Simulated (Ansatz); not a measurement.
Basis-set series for CH5BBrNO, SMILES `COB(N)Br`. Total charge 0; spin multiplicity 1. All single points use the PBE0-D4/def2-TZVP geometry. It is one conformer, not always the lowest.

Z-matrix (Å, degrees):
```
C
O 1 1.410
H 1 1.095 2 111.3
H 1 1.089 2 107.8 3 -119.0
H 1 1.095 2 111.3 3 122.0
B 2 1.353 1 120.4 3 -61.2
Br 6 1.942 2 116.3 1 -180.0
N 6 1.398 2 125.2 1 0.0
H 8 1.005 6 123.6 2 0.0
H 8 1.003 6 121.9 2 -180.0
```

```tsv
functional	basis	functions	energy (Eh)	HOMO (eV)	LUMO (eV)
PBE0-D4	def2-TZVPP	242	-2769.78604	-7.87	0.61
PBE0-D4	def2-QZVPP	467	-2769.85003	-7.90	0.29
ωB97M-V	def2-TZVPP	242	-2770.08671	-10.11	1.94
ωB97M-V	def2-QZVPP	467	-2770.14817	-10.14	1.42
```

Question: Give the rows for def2-SVP. (Best estimate.)

Answer: The calculation gave: 
| functional | basis | functions | energy (Eh) | HOMO (eV) | LUMO (eV) |
| --- | --- | --- | --- | --- | --- |
| PBE0-D4 | def2-SVP | 113 | -2769.24991 | -7.65 | 1.37 |
| ωB97M-V | def2-SVP | 113 | -2769.54418 | -9.87 | 2.99 |

Positive LUMOs are unbound and depend on the basis. Scalar relativity is left out up to krypton.

Results of the Gaussian-basis code of Ansatz.
